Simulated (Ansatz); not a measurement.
Reaction: AlH3 (SMILES [AlH3]) → AlH3+ (parent SMILES [AlH3], doublet) + e-
Each species at its own B3LYP-D3(BJ)/def2-TZVP minimum (Ansatz, a quantum-chemistry and plane-wave program).

Total energies in hartree (Ansatz). Open shells are spin-unrestricted; no spin-orbit coupling. Cores are frozen in correlated methods. No relativity. The UHF reference of H3Al+ (parent SMILES [AlH3], doublet) is spin-contaminated (<S^2> up to 0.04 over the pure value in the sets run). The spin of H3Al+ (parent SMILES [AlH3], doublet) was assumed, and the state is the lowest solution found for it.

```csv
species,HF/cc-pV(T+d)Z,CCSD(T)/cc-pV(T+d)Z,HF/cc-pV(Q+d)Z,CCSD(T)/cc-pV(Q+d)Z,CCSDT(Q)/cc-pV(Q+d)Z
1: AlH3 (SMILES [AlH3]),-243.64601,-243.76496,-243.64896,-243.77255,-243.77301
"2: AlH3+ (parent SMILES [AlH3], doublet)",-243.28680,-243.37846,-243.28943,-243.38465,-243.38518
```

Problem. Work out the adiabatic ionisation energy (electronic) in eV: take Hartree-Fock from cc-pV(Q+d)Z, extrapolate the CCSD(T) correlation energy as X^-3 (X = 3, 4), and add CCSDT(Q) - CCSD(T) in cc-pV(Q+d)Z. 1 hartree = 27.211 eV.

Solution. 
Species 1: correlation (64·(-0.12359) - 27·(-0.11895))/37 = -0.12698; step -0.00046; E1 = -243.64896 + (-0.12698) + (-0.00046) = -243.77640
Species 2: correlation (64·(-0.09522) - 27·(-0.09166))/37 = -0.09782; step -0.00053; E2 = -243.28943 + (-0.09782) + (-0.00053) = -243.38778
-1·E1 +1·E2 = 0.38862 hartree = 10.57 eV.
